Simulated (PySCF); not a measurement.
A mixed set of molecules.

All values: PBE0/def2-SVPD (PySCF) at GFN2-xTB geometries, gas phase, one conformer each. Core orbitals are frozen in the response; Δα² is half the sum of the squared differences of the principal polarisabilities.

Task: Rank by polarisability anisotropy Δα, lowest first.
A. `[CH2:1]=[CH:2][S:3][CH2:4][CH2:5][CH2:6][CH3:7]` with C1–C2–S3–C4 0°, C2–S3–C4–C5 180°, S3–C4–C5–C6 66°, C4–C5–C6–C7 -179°
B. `[CH2:1]=[CH:2][C@H:3]([CH3:4])[CH2:5][CH2:6][SH:7]` with C1–C2–C3–C4 -118°, C2–C3–C5–C6 -63°, C3–C5–C6–S7 177°, C5–C6–S7–H 62°
C. `[CH3:1]/[N:2]=[CH:3]/[CH2:4][O:5][SiH3:6]` with N2–C3–C4–O5 -149°, C3–C4–O5–Si6 173°
D. `[N:1]#[C:2][C@@H:3]1[CH2:4][CH2:5][CH2:6][C@@H:7]1[F:8]` with C2–C3–C4–C5 -165°, C3–C4–C5–C6 39°, C4–C5–C6–C7 -20°, C5–C6–C7–F8 113°
E. `[CH3:1][C@H:2]1[CH2:3][CH2:4][N:5]=[C:6]1[CH:7]([F:8])[F:9]` with N5–C6–C7–F8 -136°

Result: E (3.29 Å³), D (3.61 Å³), B (4.12 Å³), C (5.27 Å³), A (6.86 Å³).

Task: Rank by HOMO energy, lowest first.
A. `C[C@H]1CCN=C1C(F)F`
B. `C=C[C@H](C)CCS`
C. `C=CSCCCC`
D. `C/N=C/CO[SiH3]`
E. `N#C[C@@H]1CCC[C@@H]1F`

Result: E (-9.17 eV), A (-7.85 eV), D (-7.27 eV), B (-6.73 eV), C (-6.17 eV).

All values together:

```csv
SMILES,formula,μ (D),HOMO (eV),LUMO (eV),α (Å³),Δα (Å³),electrons,α per electron (Å³)
N#C[C@@H]1CCC[C@@H]1F,C6H8FN,5.46,-9.17,0.20,10.50,3.61,60,0.175
C/N=C/CO[SiH3],C3H9NOSi,0.67,-7.27,-0.28,11.46,5.27,56,0.205
C=CSCCCC,C6H12S,1.29,-6.17,0.24,14.31,6.86,64,0.224
C=C[C@H](C)CCS,C6H12S,1.94,-6.73,0.15,14.19,4.12,64,0.222
C[C@H]1CCN=C1C(F)F,C6H9F2N,2.45,-7.85,-0.68,11.34,3.29,70,0.162
```

Conformers: `[N:1]#[C:2][C@@H:3]1[CH2:4][CH2:5][CH2:6][C@@H:7]1[F:8]` with C2–C3–C4–C5 -165°, C3–C4–C5–C6 39°, C4–C5–C6–C7 -20°, C5–C6–C7–F8 113°; `[CH3:1]/[N:2]=[CH:3]/[CH2:4][O:5][SiH3:6]` with N2–C3–C4–O5 -149°, C3–C4–O5–Si6 173°; `[CH2:1]=[CH:2][S:3][CH2:4][CH2:5][CH2:6][CH3:7]` with C1–C2–S3–C4 0°, C2–S3–C4–C5 180°, S3–C4–C5–C6 66°, C4–C5–C6–C7 -179°; `[CH2:1]=[CH:2][C@H:3]([CH3:4])[CH2:5][CH2:6][SH:7]` with C1–C2–C3–C4 -118°, C2–C3–C5–C6 -63°, C3–C5–C6–S7 177°, C5–C6–S7–H 62°; `[CH3:1][C@H:2]1[CH2:3][CH2:4][N:5]=[C:6]1[CH:7]([F:8])[F:9]` with N5–C6–C7–F8 -136°.
